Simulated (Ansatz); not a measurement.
C₃H₉AlS, relaxed with RKS PBE-D4/def2-SVP in Ansatz 0.2.0 from a rough embedded geometry. The force threshold is 0.03 eV/Å; the program also tests the step.

Total charge 0; spin multiplicity 1. The bonds changed during the relaxation, so this is another structure than the one it started from.

Start:

```xyz
14

C    -1.797   -1.553   -0.285
C    -0.585   -0.895    0.182
S     0.337   -0.255   -1.237
C     1.763    0.538   -0.264
Al    1.186    2.321    0.370
H    -2.495   -0.823   -0.870
H    -2.404   -1.951    0.540
H    -1.572   -2.386   -1.028
H     0.021   -1.594    0.731
H    -0.859   -0.047    0.882
H     1.941   -0.116    0.646
H     2.613    0.637   -0.876
H     1.982    3.585   -0.105
H    -0.132    2.539    1.316
```

Problem. By how much does the energy fall, and how many steps does the optimiser take? (Estimate.)

Solution. The calculation gave: 68.34 kJ/mol, in 14 steps, 1 of them rejected.

Problem. Which bonds change most? (An estimate is asked.)

Solution. Computed: S3–Al5 from 3.152 to 2.474 Å; C1–C2 from 1.455 to 1.523 Å; C1–H6 from 1.168 to 1.109 Å; C4–H12 from 1.052 to 1.107 Å.

Problem. Give the relaxed structure. (An estimate is asked.)

Solution. The calculation gave: 
```xyz
14

C    -1.832   -1.225   -0.323
C    -0.430   -0.984    0.221
S     0.597   -0.076   -1.009
C     1.997    0.530    0.084
Al    0.811    2.117    0.116
H    -2.363   -0.269   -0.502
H    -2.423   -1.813    0.407
H    -1.810   -1.793   -1.276
H     0.100   -1.936    0.434
H    -0.455   -0.383    1.154
H     2.129   -0.175    0.927
H     2.910    0.539   -0.542
H     1.111    3.297   -0.920
H    -0.342    2.169    1.230
```
